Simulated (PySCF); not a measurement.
C₄H₃BrClF, SMILES Br/C(=C\Cl)C(F)=C. Atoms are numbered in the order given.

```xyz
10

C      0.1083    -2.7472     0.0000
C     -0.7099    -1.6913     0.0000
F     -2.0449    -1.8914     0.0000
C     -0.3662    -0.2641     0.0000
Br     1.4723     0.1924     0.0000
C     -1.3252     0.6810     0.0000
Cl    -1.0510     2.3762     0.0000
H      1.1876    -2.6135     0.0000
H     -0.3131    -3.7530     0.0000
H     -2.3755     0.3890     0.0000
```

Geometry optimised at B3LYP-D3(BJ)/def2-SVP. The structure was generated by enumeration; whether it is a known compound was not checked. One conformer was computed; it need not be the lowest.

These are CAM-B3LYP/def2-TZVP (PySCF) values and carry that method's errors.

Isolated molecule, no solvent.

- total energy: -3288.52370 hartree
- point group: Cs
- highest occupied level: -8.36 eV
- lowest empty level: -0.59 eV
- orbital gap: 7.77 eV
- dipole moment: 0.84 D
- quadrupole, principal values (traceless, Buckingham form, about the centre of nuclear charge): -3.96, -1.00, 4.96 D·Å
- mean static polarisability: 83.4 bohr³ (12.36 Å³)
- polarisability, principal values: 47.6, 79.5, 123.1 bohr³
